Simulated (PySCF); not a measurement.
A search over the determinants of BeH⁺

Unrestricted PBE0; Be def2-SVP, H def2-SVP; no relativity (PySCF 2.14). Outer shells of the fragments: Be+ 2s1; H 1s1.

Followed along the bond (rough minima from three points):

| 2Ms+1 | unpaired | ⟨S²⟩ at the start | R at minimum (Å) | Te (eV) |
| --- | --- | --- | --- | --- |
| 1 | none | 0.00 | 1.33 | 0.00 |
| 3 | σ ↑↑ | 2.00 | none in the scan | ≤ 3.56 |

Solutions found at the starting distance of 1.380 Å, counted from the lowest of them; the search is not exhaustive and high or unbound solutions are not listed, so other states can lie among these:

```json
{"2Ms+1": "1", "unpaired": "none", "term": "¹Σ⁺", "E (eV)": "0.00", "⟨S²⟩": "0.00", "⟨Lz²⟩": "0.00", "μ (D)": "-2.92"}
{"2Ms+1": "3", "unpaired": "σ ↑↑", "term": "³Σ⁺", "E (eV)": "3.89", "⟨S²⟩": "2.00", "⟨Lz²⟩": "0.00", "μ (D)": "2.88"}
{"2Ms+1": "3", "unpaired": "σ ↑, π ↑", "term": "³Π", "E (eV)": "5.54", "⟨S²⟩": "2.00", "⟨Lz²⟩": "1.00", "μ (D)": "0.54"}
```

A term symbol is given only where ⟨S²⟩ and ⟨Lz²⟩ are close to those of a pure state; real π, δ and φ orbitals otherwise mix terms. A positive dipole points towards H; it is taken about the centre of mass and depends on that origin.
